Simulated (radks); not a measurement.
Spin polarisation of the 3d7 shell in Ni3+. Start: [Ar] 3d(up 3.5, down 3.5); electrons of 3d are moved from spin down to spin up, other shells keep equal spins. Calculated with a radial shooting solver on a logarithmic mesh with Libxc functionals: scalar-relativistic Kohn-Sham, LDA (Slater exchange, Perdew-Wang correlation), spin-polarised, spherical densities, finite nucleus; Fermi nuclear charge, rms radius of each element as measured or else 0.836 A^(1/3) + 0.57 fm.

moment (Bohr magnetons)  E - E(0) (eV)  e(3d up) (eV)  e(3d down) (eV)  3p down minus up (eV)  3s down minus up (eV)  2p down minus up (eV)
0                                0.000        -47.391          -47.391                  0.000                  0.000                  0.000
0.75                            -0.153        -47.782          -46.968                  0.864                  0.885                  0.373
1.5                             -0.611        -48.142          -46.513                  1.728                  1.772                  0.745
2.25                            -1.375        -48.471          -46.024                  2.595                  2.661                  1.117
3                               -2.446        -48.769          -45.502                  3.465                  3.552                  1.487

At moment 3 the spin-polarisation energy is -2.446 eV and the 3d exchange splitting 3.267 eV, that is 1.089 eV per Bohr magneton; E = -I m^2/4 would give I = 1.087 eV.
